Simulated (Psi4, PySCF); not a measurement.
Here is a job for PySCF.
```python
from pyscf import gto, scf, dft

mol = gto.Mole()
mol.atom = '''
    Pb   -0.00000000   -0.00000000   -1.03909116
    I     0.00000000    0.00000000    1.60765047
'''
mol.basis = 'def2-tzvp'
mol.ecp = {'I': 'def2-tzvp', 'Pb': 'def2-tzvp'}
mol.charge = 1
mol.verbose = 4
mol.build()

mf = dft.RKS(mol)
mf.xc = 'r2scan'
mf.grids.atom_grid = (99, 590)
mf.grids.prune = None
mf.kernel()
```

Give the equivalent Psi4 input.

One answer among several that fit: 
```
memory 2 GB

molecule mol {
1 1
  Pb   -0.000000   -0.000000   -1.039091
  I     0.000000    0.000000    1.607650
}

set basis def2-tzvp
set reference rks
set scf_type pk
set puream true
set d_convergence 1e-8
set dft_radial_points 99
set dft_spherical_points 590

energy('r2scan')
print_variables()
```

Both were run: PySCF gave -490.586862 Eh and Psi4 -490.586537 Eh, 0.324 mEh apart.
